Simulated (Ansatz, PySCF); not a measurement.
Molecule: C$_{2}$HCl$_{2}$, net charge 0, doublet state. It need not be the lowest isomer of its formula. 
Structure (B3LYP-D3(BJ)/def2-TZVP (Ansatz, an electronic-structure program) minimum search):
```xyz
5

Cl     1.8097     0.2068    -0.0684
C      0.5874    -0.9103    -0.0321
C     -0.7180    -0.9144     0.0187
Cl    -1.6873     0.5446     0.0713
H     -1.2975    -1.8252     0.0320
```
Charge 0, spin multiplicity 2.

Wanted: atomisation energy (electronic, to ground-state atoms), in kcal/mol. Valence correlation only, unless marked. UHF or UKS for open shells. No spin-orbit coupling. Non-relativistic. The coupled-cluster limit lacks core correlation, which all-electron functionals hold. CBS(X,Y): correlation extrapolated as X^-3; Hartree-Fock from the larger set. [CCSD(T)-MP2]/basis is that difference in the basis named.

| level | program | atomisation energy (kcal/mol) |
|---|---|---|
| HF/6-31G* | Ansatz | 271.4 |
| HF-D3(BJ)/def2-TZVPD | PySCF + dftd3 | 299.0 |
| r2SCAN-D3(BJ)/def2-TZVPD | Ansatz + dftd3 | 416.4 |
| PBE0/def2-SVP | Ansatz | 416.8 |
| PBE0/def2-QZVPP | Ansatz | 416.0 |
| BHLYP-D3(BJ)/def2-TZVPD | Ansatz + dftd3 | 384.7 |
| RPA@PBE/cc-pV(Q+d)Z | Ansatz | 364.9 |
| MP2/cc-pV(T+d)Z | Ansatz | 398.5 |
| SCS-MP2/6-31G | Ansatz | 305.1 |
| SCS-MP2/cc-pV(T+d)Z | Ansatz | 386.0 |
| CCSD/aug-cc-pV(D+d)Z | Ansatz | 358.3 |
| CCSD/aug-cc-pV(T+d)Z | Ansatz | 379.6 |
| RI-MP2/CBS(cc-pV(T+d)Z,cc-pV(Q+d)Z)+[CCSD(T)-MP2]/cc-pV(D+d)Z | Ansatz | 403.8 |
| RI-MP2/CBS(aug-cc-pV(T+d)Z,aug-cc-pV(Q+d)Z)+[CCSD(T)-MP2]/aug-cc-pV(T+d)Z | Ansatz | 403.4 |
| CCSD(T)/CBS(cc-pV(T+d)Z,cc-pV(Q+d)Z) | Ansatz | 403.3 |

The UHF reference is spin-contaminated (<S^2> 0.22 over the pure value in the largest basis).
